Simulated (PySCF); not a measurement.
Compound: C₇H₈O₃.
SMILES with atom numbers: `[CH3:1][C:2](=[O:3])[O:4][c:5]1[cH:6][cH:7][c:8]([CH3:9])[o:10]1`

Geometry (PBE0-D3(BJ)/def2-SVP, Å), atoms numbered from 1 in this order:
```xyz
18
C7H8O3 angstrom
C      3.6549   -0.5424   -0.1526
C      2.3893   -0.1657    0.5522
O      2.2901    0.2130    1.6834
O      1.3324   -0.3030   -0.2907
C      0.0767    0.0010    0.0990
C     -0.5214    0.4524    1.2370
C     -1.9128    0.5424    0.8978
C     -2.0395    0.1471   -0.4004
C     -3.1826    0.0242   -1.3319
O     -0.8103   -0.1878   -0.8874
H      3.8469    0.1688   -0.9701
H      4.4867   -0.5220    0.5596
H      3.5586   -1.5397   -0.6044
H     -0.0299    0.6799    2.1755
H     -2.7221    0.8666    1.5486
H     -3.0807    0.7072   -2.1912
H     -3.2672   -0.9990   -1.7314
H     -4.1155    0.2685   -0.8079
```

Definitions: NICS(0) = −σiso at the ring centroid; NICS(1) = −σiso and NICS(1)zz = −σzz at ±1 Å along the ring normal z. Level: GIAO PBE/pcSseg-1 (PySCF, non-relativistic, gas phase) on the PBE0-D3(BJ)/def2-SVP geometry, one conformer.

Ring bond lengths (Å): C5–C6 1.363, C6–C7 1.435, C7–C8 1.363, C8–O10 1.364, O10–C5 1.340.

Problem. Give the NICS values of each ring in ppm.

Solution. 
```csv
ring,type,NICS(0),"NICS(1), two faces","NICS(1)zz, two faces",rms pucker (Å),"centre to ring atoms, mean (Å)"
C5–C6–C7–C8–O10,5-membered ring with O; formal bonds all aromatic,-11.9,-9.0 / -9.0,-21.5 / -21.5,0.00,1.17
```

Problem. What can be read from them?

Solution. 
- C5–C6–C7–C8–O10: mean NICS(1)zz -21.5 ppm, shielded. For a flat ring without four-coordinate atoms the NICS criterion counts such a value as aromatic.

Problem. And the bond-length index? HOMA = 1 − mean of α(R − Ropt)² over the ring bonds, with Krygowski's 1993 parameters (CC: Ropt 1.388 Å, α 257.7 Å⁻²; CO: Ropt 1.265 Å, α 157.38 Å⁻²).

Solution. 
- C5–C6–C7–C8–O10: HOMA 0.34; the largest term is that of C8–O10, α(R − Ropt)² = 1.54.

Problem. List the ring angles.

Solution. 
- C5–C6–C7–C8–O10: C5 111.8°, C6 104.4°, C7 107.3°, C8 109.1°, O10 107.4°; sum 540.0° against 540° for a flat convex ring.

Problem. How do the values depend on the level or the medium?

Solution. 
```csv
level,"NICS(0), C5–C6–C7–C8–O10","mean NICS(1)zz, C5–C6–C7–C8–O10"
"PBE/pcSseg-1, gas",-11.9,-21.5
"PBE0/pcSseg-1, gas",-12.2,-21.8
```

The geometry is the same throughout.
